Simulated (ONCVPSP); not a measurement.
# V (Z = 23) ONCV: all-electron and pseudo phase curves

V (Z = 23), optimised norm-conserving Vanderbilt (ONCV), made with ONCVPSP 4.0.1 (PBE, scalar-relativistic). Core [Ar], reference 3d3 4s2. Waves: 4s: rc 2.20 bohr, ncon 4, nbas 8, qcut 3.5 1/bohr, 2 projectors, debl 3.7 Ha; p scattering state at 0.1 Ha: rc 2.05 bohr, ncon 4, nbas 8, qcut 4.4 1/bohr, 2 projectors, debl 3 Ha; 3d: rc 1.35 bohr, ncon 4, nbas 8, qcut 11.2 1/bohr, local; f scattering state at 0.15 Ha: rc 2.25 bohr, ncon 3, nbas 6, qcut 5.3 1/bohr, 2 projectors, debl 2.8 Ha. Local part: the d channel. Core correction: Teter function, fcfact 5.25, rcfact 1.55.

The phase is arctan(r·R′/R) of the radial function R(r), unwrapped; energies in Ha, scanned from -2 to 5 Ha. A pole is an energy at which the radial function vanishes at the test radius. The pseudo phase is shifted by a multiple of π to meet the all-electron one at the reference energy, and phase errors are pseudo minus all-electron; the curves can meet again beyond the range given. Levels narrower than the energy grid can be missing from the lists of poles.

```json
{"channel": "s", "radius (bohr)": "2.23", "reference energy (Ha)": "-0.17", "poles, all-electron": "1.99", "poles, pseudo": "1.93, 4.90", "unbroken range about the reference energy with phases within 0.05 rad": "below 4.0", "phase error 1 Ha above the reference energy (rad)": "-0.009"}
{"channel": "p", "radius (bohr)": "2.08", "reference energy (Ha)": "0.10", "poles, all-electron": "-1.51, 3.19", "poles, pseudo": "-0.67, 3.19", "unbroken range about the reference energy with phases within 0.05 rad": "above -0.4", "phase error 1 Ha above the reference energy (rad)": "+0.021"}
{"channel": "d", "radius (bohr)": "1.37", "reference energy (Ha)": "-0.19", "poles, all-electron": "1.15", "poles, pseudo": "1.24", "unbroken range about the reference energy with phases within 0.05 rad": "below 2.1", "phase error 1 Ha above the reference energy (rad)": "+0.011"}
{"channel": "f", "radius (bohr)": "2.29", "reference energy (Ha)": "0.15", "poles, all-electron": "2.82", "poles, pseudo": "1.95, 2.82", "unbroken range about the reference energy with phases within 0.05 rad": "below 1.9", "phase error 1 Ha above the reference energy (rad)": "-0.012"}
```

Note: ghosts flagged at negative energy: s at -169.8 eV, p at -19.4 eV; GHOST(+) flagged for f at 54.2 eV, s at 127.7 eV, p at 560.6 eV. A true bound ghost makes a file unfit for plane-wave use.

Phases in the d channel:

```
E (Ha)  all-electron  pseudo
 -1.98         0.865   0.883
 -1.80         0.787   0.807
 -1.62         0.688   0.710
 -1.44         0.557   0.581
 -1.26         0.386   0.411
 -1.08         0.165   0.189
 -0.90        -0.101  -0.083
 -0.72        -0.387  -0.376
 -0.54        -0.651  -0.646
 -0.36        -0.868  -0.867
 -0.18        -1.037  -1.037
  0.00        -1.166  -1.165
  0.18        -1.267  -1.264
  0.36        -1.347  -1.342
  0.54        -1.412  -1.405
  0.72        -1.467  -1.457
  0.90        -1.514  -1.501
  1.08        -1.556  -1.540
  1.26        -1.595  -1.574
  1.44        -1.630  -1.605
  1.62        -1.664  -1.635
  1.80        -1.698  -1.662
  1.98        -1.731  -1.688
  2.16        -1.766  -1.714
  2.34        -1.802  -1.740
  2.52        -1.841  -1.767
  2.70        -1.884  -1.794
  2.88        -1.932  -1.823
  3.06        -1.988  -1.853
  3.24        -2.054  -1.887
  3.42        -2.134  -1.923
  3.60        -2.233  -1.964
  3.78        -2.358  -2.010
  3.96        -2.517  -2.064
  4.14        -2.716  -2.127
  4.32        -2.954  -2.202
  4.50        -3.212  -2.293
  4.68        -3.462  -2.404
  4.86        -3.677  -2.538
```
